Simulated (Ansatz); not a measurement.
System: sum formula SnO₂H₂, net charge -1, doublet state. 
Coordinates optimised at B3LYP-D3(BJ)/def2-TZVP (Ansatz, an electronic-structure program):
```
Sn
O 1 2.1011
H 2 0.9643 1 104.80
O 1 2.1064 2 92.59 3 33.75
H 4 0.9632 1 106.47 2 58.05
```
Charge -1, spin multiplicity 2.

Basis-set convergence of Hartree-Fock and CCSD(T) correlation energies (hartree) with Ansatz. Valence correlation only, unless marked. UHF or UKS for open shells. Spin-orbit coupling is left out. The frozen core is the preceding noble-gas configuration, with the filled d and f shells of earlier blocks. In def2 rows, elements after Kr have scalar-relativistic effective core potentials.

| basis | functions | E(HF) | E(corr, CCSD(T)) |
|---|---|---|---|
| def2-SVPD | 94 | -364.18164 | -0.52174 |
| def2-TZVPPD | 170 | … | … |

### Question
Fill in the missing entries.

### Answer

- def2-TZVPPD, E(HF): -364.36927
- def2-TZVPPD, E(corr, CCSD(T)): -0.62839
